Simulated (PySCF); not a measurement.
Relaxation of singlet MoI4

All numbers come from B3LYP in PySCF with Mo def2-SVP with ECP28, I def2-SVP with ECP28; scalar-relativistic core potentials, no spin–orbit coupling; density-fitted integrals. A (50,194) grid was used.

A hand-made square planar start, of D4h symmetry, held to at least that symmetry:

```xyz
5
charge 0 multiplicity 1, angstrom
Mo    0.0000    0.0000    0.0000
I     2.7100    0.0000    0.0000
I     0.0000    2.7100    0.0000
I    -2.7100    0.0000    0.0000
I     0.0000   -2.7100    0.0000
```

At each step, columns x, y, z (Å) and Fx, Fy, Fz (eV/Å):

```
step 0  E − E(last) = 5.73 kJ/mol
Mo   0.000   0.000   0.000   0.000   0.000   0.000
I    2.710   0.000   0.000  -0.556   0.000   0.000
I    0.000   2.710   0.000   0.000  -0.556   0.000
I   -2.710   0.000   0.000   0.556   0.000   0.000
I    0.000  -2.710   0.000   0.000   0.556   0.000
step 1  E − E(last) = 1.61 kJ/mol
Mo   0.000   0.000   0.000   0.000   0.000   0.000
I    2.686   0.000   0.000  -0.302   0.000   0.000
I    0.000   2.686   0.000   0.000  -0.302   0.000
I   -2.686   0.000   0.000   0.302   0.000   0.000
I    0.000  -2.686   0.000   0.000   0.302   0.000
step 2  E − E(last) = 0.01 kJ/mol
Mo   0.000   0.000   0.000  -0.001   0.001   0.000
I    2.657   0.000   0.000   0.033   0.000   0.000
I    0.000   2.657   0.000   0.000   0.033   0.000
I   -2.657   0.000   0.000  -0.033   0.000   0.000
I    0.000  -2.657   0.000   0.000  -0.033   0.000
step 3  E − E(last) = 0.00 kJ/mol
Mo   0.000   0.000   0.000   0.000   0.000   0.000
I    2.660   0.000   0.000  -0.002   0.000   0.000
I    0.000   2.660   0.000   0.000  -0.002   0.000
I   -2.660   0.000   0.000   0.002   0.000   0.000
I    0.000  -2.660   0.000   0.000   0.002   0.000
```

It ends at D4h with Mo–I 2.660 Å (×4); I–Mo–I 90.0° (×4), I–Mo–I 180.0° (×2). A frequency run shows 1 imaginary mode, down to 40i cm⁻¹, so it is a saddle point. Other isomers or separated fragments may lie lower.

Stability towards spin polarisation was not tested.
